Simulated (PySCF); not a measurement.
Continuum solvent and chemical shifts

Molfile (atoms numbered from 1):
```
C6H11F3
     RDKit          3D

 20 19  0  0  0  0  0  0  0  0999 V2000
    2.9221   -0.1629   -0.0598 C   0  0  0  0  0  0  0  0  0  0  0  0
    1.4873    0.0674    0.3870 C   0  0  0  0  0  0  0  0  0  0  0  0
    0.4721   -0.5214   -0.5825 C   0  0  0  0  0  0  0  0  0  0  0  0
   -0.9810   -0.3898   -0.1250 C   0  0  1  0  0  0  0  0  0  0  0  0
   -1.4713    1.0510   -0.0524 C   0  0  0  0  0  0  0  0  0  0  0  0
   -1.8898   -1.2066   -1.0198 C   0  0  0  0  0  0  0  0  0  0  0  0
   -1.8919   -0.7507   -2.2791 F   0  0  0  0  0  0  0  0  0  0  0  0
   -3.1569   -1.1825   -0.5895 F   0  0  0  0  0  0  0  0  0  0  0  0
   -1.5176   -2.4916   -1.0663 F   0  0  0  0  0  0  0  0  0  0  0  0
    3.6424    0.2621    0.6551 H   0  0  0  0  0  0  0  0  0  0  0  0
    3.1129    0.3014   -1.0406 H   0  0  0  0  0  0  0  0  0  0  0  0
    3.1418   -1.2386   -0.1569 H   0  0  0  0  0  0  0  0  0  0  0  0
    1.3324   -0.3777    1.3861 H   0  0  0  0  0  0  0  0  0  0  0  0
    1.3113    1.1495    0.5076 H   0  0  0  0  0  0  0  0  0  0  0  0
    0.7002   -1.5895   -0.7303 H   0  0  0  0  0  0  0  0  0  0  0  0
    0.5800   -0.0448   -1.5727 H   0  0  0  0  0  0  0  0  0  0  0  0
   -1.0812   -0.8559    0.8711 H   0  0  0  0  0  0  0  0  0  0  0  0
   -2.5324    1.0959    0.2297 H   0  0  0  0  0  0  0  0  0  0  0  0
   -1.3537    1.5512   -1.0260 H   0  0  0  0  0  0  0  0  0  0  0  0
   -0.9009    1.6189    0.6947 H   0  0  0  0  0  0  0  0  0  0  0  0
  1  2  1  0
  2  3  1  0
  3  4  1  0
  4  5  1  0
  4  6  1  0
  6  7  1  0
  6  8  1  0
  6  9  1  0
  1 10  1  0
  1 11  1  0
  1 12  1  0
  2 13  1  0
  2 14  1  0
  3 15  1  0
  3 16  1  0
  4 17  1  1
  5 18  1  0
  5 19  1  0
  5 20  1  0
M  END
```

GIAO PBE0/pcSseg-1 in PySCF on one PBE0-D3(BJ)/def2-SVP conformer, non-relativistic, equivalent nuclei averaged. Solvents enter as an IEF-PCM continuum (tetrahydrofuran with ε = 7.4, acetone with ε = 20.5) around the gas-phase geometry. Shifts are referred to TMS, CFCl3 computed in the same medium.

Gas phase, δ in ppm: C6 133.3, C4 41.5, C3 33.2, C2 23.6, C1 16.5, C5 13.1, F7/F8/F9 -92.1, H17 1.62, H15 1.55, H14 1.35, H18/H19/H20 1.09, H10/H11/H12 1.06, H16 1.01, H13 0.93. Dipole moment 2.42 D.

**Question.** How does each δ change in the continuum?

**Answer.** 
```tsv
atoms	environment	Δδ, tetrahydrofuran	Δδ, acetone
C6	CF3 carbon	+1.6	+1.9
C4	sp3 CH	+0.6	+0.7
C3	sp3 CH2	+0.6	+0.7
C2	sp3 CH2	+0.3	+0.4
C1	methyl carbon	+0.3	+0.4
C5	methyl carbon	+0.4	+0.4
F7/F8/F9	fluorine of a CF3 group	+0.7	+0.8
H17	hydrogen on an sp3 CH	+0.22	+0.27
H15	hydrogen on an sp3 CH2	-0.05	-0.06
H14	hydrogen on an sp3 CH2	+0.07	+0.08
H18/H19/H20	hydrogen on a methyl carbon	+0.03	+0.04
H10/H11/H12	hydrogen on a methyl carbon	-0.02	-0.02
H16	hydrogen on an sp3 CH2	+0.01	+0.01
H13	hydrogen on an sp3 CH2	+0.07	+0.08
```

Changes are relative to the gas phase. The dipole moment becomes 2.78 D in tetrahydrofuran, 2.84 D in acetone.

**Question.** Which of the listed nuclei move most (in ppm), and what does the model miss?

**Answer.** C6 (CF3 carbon, +1.9 ppm) in acetone. A continuum only polarises the solute; specific hydrogen bonds, the anisotropy of aromatic solvents and changes of geometry or conformer are outside it.
